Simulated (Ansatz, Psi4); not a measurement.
Two rigid molecules brought together: CH6Si ··· H2O (SMILES C[SiH3] and O), singlet. Monomers: optimised at B3LYP-D3(BJ) (def2-TZVP), held rigid. Orientation: lowest of the rigid-body minima from ten starts at GFN2-xTB. R is the distance of the centres of mass, along which the second monomer moves.

Levels of theory: PBE/def2-TZVP, counterpoise-corrected (Psi4); PBE-D3(BJ)/def2-TZVP, counterpoise-corrected (Psi4); wB97X-D/def2-TZVP, counterpoise-corrected (Psi4); CCSD(T)/aug-cc-pVDZ = CCSD(T) on RHF/aug-cc-pVDZ, frozen core, counterpoise-corrected run with Ansatz (a quantum-chemistry and plane-wave program).

Interaction energies in kcal/mol; the last columns give the difference from CCSD(T):

```json
[
 {"R / Å": "2.89", "PBE/def2-TZVP": "1.16", "PBE-D3(BJ)/def2-TZVP": "-0.20", "wB97X-D/def2-TZVP": "0.38", "CCSD(T)/aug-cc-pVDZ": "1.67", "PBE/def2-TZVP − CCSD(T)/aug-cc-pVDZ": "-0.50", "PBE-D3(BJ)/def2-TZVP − CCSD(T)/aug-cc-pVDZ": "-1.87", "wB97X-D/def2-TZVP − CCSD(T)/aug-cc-pVDZ": "-1.29"},
 {"R / Å": "3.06", "PBE/def2-TZVP": "-0.29", "PBE-D3(BJ)/def2-TZVP": "-1.53", "wB97X-D/def2-TZVP": "-1.16", "CCSD(T)/aug-cc-pVDZ": "-0.12", "PBE/def2-TZVP − CCSD(T)/aug-cc-pVDZ": "-0.17", "PBE-D3(BJ)/def2-TZVP − CCSD(T)/aug-cc-pVDZ": "-1.41", "wB97X-D/def2-TZVP − CCSD(T)/aug-cc-pVDZ": "-1.04"},
 {"R / Å": "3.30", "PBE/def2-TZVP": "-1.18", "PBE-D3(BJ)/def2-TZVP": "-2.23", "wB97X-D/def2-TZVP": "-1.96", "CCSD(T)/aug-cc-pVDZ": "-1.21", "PBE/def2-TZVP − CCSD(T)/aug-cc-pVDZ": "0.04", "PBE-D3(BJ)/def2-TZVP − CCSD(T)/aug-cc-pVDZ": "-1.02", "wB97X-D/def2-TZVP − CCSD(T)/aug-cc-pVDZ": "-0.75"},
 {"R / Å": "3.51", "PBE/def2-TZVP": "-1.37", "PBE-D3(BJ)/def2-TZVP": "-2.27", "wB97X-D/def2-TZVP": "-1.98", "CCSD(T)/aug-cc-pVDZ": "-1.45", "PBE/def2-TZVP − CCSD(T)/aug-cc-pVDZ": "0.08", "PBE-D3(BJ)/def2-TZVP − CCSD(T)/aug-cc-pVDZ": "-0.81", "wB97X-D/def2-TZVP − CCSD(T)/aug-cc-pVDZ": "-0.52"},
 {"R / Å": "3.74", "PBE/def2-TZVP": "-1.31", "PBE-D3(BJ)/def2-TZVP": "-2.04", "wB97X-D/def2-TZVP": "-1.72", "CCSD(T)/aug-cc-pVDZ": "-1.39", "PBE/def2-TZVP − CCSD(T)/aug-cc-pVDZ": "0.08", "PBE-D3(BJ)/def2-TZVP − CCSD(T)/aug-cc-pVDZ": "-0.65", "wB97X-D/def2-TZVP − CCSD(T)/aug-cc-pVDZ": "-0.34"},
 {"R / Å": "4.01", "PBE/def2-TZVP": "-1.11", "PBE-D3(BJ)/def2-TZVP": "-1.67", "wB97X-D/def2-TZVP": "-1.36", "CCSD(T)/aug-cc-pVDZ": "-1.16", "PBE/def2-TZVP − CCSD(T)/aug-cc-pVDZ": "0.05", "PBE-D3(BJ)/def2-TZVP − CCSD(T)/aug-cc-pVDZ": "-0.51", "wB97X-D/def2-TZVP − CCSD(T)/aug-cc-pVDZ": "-0.20"},
 {"R / Å": "4.27", "PBE/def2-TZVP": "-0.90", "PBE-D3(BJ)/def2-TZVP": "-1.32", "wB97X-D/def2-TZVP": "-1.06", "CCSD(T)/aug-cc-pVDZ": "-0.92", "PBE/def2-TZVP − CCSD(T)/aug-cc-pVDZ": "0.02", "PBE-D3(BJ)/def2-TZVP − CCSD(T)/aug-cc-pVDZ": "-0.40", "wB97X-D/def2-TZVP − CCSD(T)/aug-cc-pVDZ": "-0.14"},
 {"R / Å": "4.77", "PBE/def2-TZVP": "-0.56", "PBE-D3(BJ)/def2-TZVP": "-0.80", "wB97X-D/def2-TZVP": "-0.65", "CCSD(T)/aug-cc-pVDZ": "-0.57", "PBE/def2-TZVP − CCSD(T)/aug-cc-pVDZ": "0.00", "PBE-D3(BJ)/def2-TZVP − CCSD(T)/aug-cc-pVDZ": "-0.23", "wB97X-D/def2-TZVP − CCSD(T)/aug-cc-pVDZ": "-0.09"},
 {"R / Å": "5.53", "PBE/def2-TZVP": "-0.26", "PBE-D3(BJ)/def2-TZVP": "-0.36", "wB97X-D/def2-TZVP": "-0.31", "CCSD(T)/aug-cc-pVDZ": "-0.28", "PBE/def2-TZVP − CCSD(T)/aug-cc-pVDZ": "0.02", "PBE-D3(BJ)/def2-TZVP − CCSD(T)/aug-cc-pVDZ": "-0.09", "wB97X-D/def2-TZVP − CCSD(T)/aug-cc-pVDZ": "-0.04"},
 {"R / Å": "6.53", "PBE/def2-TZVP": "-0.11", "PBE-D3(BJ)/def2-TZVP": "-0.15", "wB97X-D/def2-TZVP": "-0.14", "CCSD(T)/aug-cc-pVDZ": "-0.13", "PBE/def2-TZVP − CCSD(T)/aug-cc-pVDZ": "0.01", "PBE-D3(BJ)/def2-TZVP − CCSD(T)/aug-cc-pVDZ": "-0.02", "wB97X-D/def2-TZVP − CCSD(T)/aug-cc-pVDZ": "-0.02"},
 {"R / Å": "7.82", "PBE/def2-TZVP": "-0.06", "PBE-D3(BJ)/def2-TZVP": "-0.07", "wB97X-D/def2-TZVP": "-0.07", "CCSD(T)/aug-cc-pVDZ": "-0.06", "PBE/def2-TZVP − CCSD(T)/aug-cc-pVDZ": "0.00", "PBE-D3(BJ)/def2-TZVP − CCSD(T)/aug-cc-pVDZ": "-0.01", "wB97X-D/def2-TZVP − CCSD(T)/aug-cc-pVDZ": "-0.01"}
]
```

PBE/def2-TZVP is furthest from CCSD(T)/aug-cc-pVDZ at 2.89 (-0.50 kcal/mol, below); its mean absolute difference over the points is 0.09 kcal/mol.

PBE-D3(BJ)/def2-TZVP is furthest from CCSD(T)/aug-cc-pVDZ at 2.89 (-1.87 kcal/mol, below); its mean absolute difference over the points is 0.64 kcal/mol.

wB97X-D/def2-TZVP is furthest from CCSD(T)/aug-cc-pVDZ at 2.89 (-1.29 kcal/mol, below); its mean absolute difference over the points is 0.40 kcal/mol.
